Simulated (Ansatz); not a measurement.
Compare A (`CO[SiH](O)[SiH3]`) with its isomer B (`CO[SiH2][SiH2]O`).

Program: Ansatz. Geometries: PBE0-D4/def2-TZVP. ΔE: electronic, gas phase. CCSD(T)/CBS adds triple-zeta CCSD(T) − MP2 to the extrapolated MP2 energy (def2 sets, frozen cores). Functionals use def2-TZVPP. Each species was taken in one conformer, which may not be the lowest.

(1) Which isomer does CCSD(T)/CBS put lower? Give the gap. (An estimate is asked.)

(2) Give E(B) − E(A) in kcal/mol with CCSD(T)/def2-TZVPP, r2SCAN-D4, PBE0-D4, ωB97M-V, MP2/def2-TZVPP, CCSD/def2-TZVPP, HF/def2-TZVPP. (Best estimate.)

Largest T1 diagnostic: 0.012.

Answers

(1) The calculation gave: A, by 8.1 kcal/mol.

(2) The calculation gave: CCSD(T)/def2-TZVPP 8.3, r2SCAN-D4 8.5, PBE0-D4 8.3, ωB97M-V 8.4, MP2/def2-TZVPP 8.2, CCSD/def2-TZVPP 8.1, HF/def2-TZVPP 6.9. None reverses the order clearly.

In def2-TZVPP, CCSD(T) changes the Hartree–Fock value by +1.5 kcal/mol (the triples alone add +0.3 kcal/mol) and MP2 by +1.3 kcal/mol.
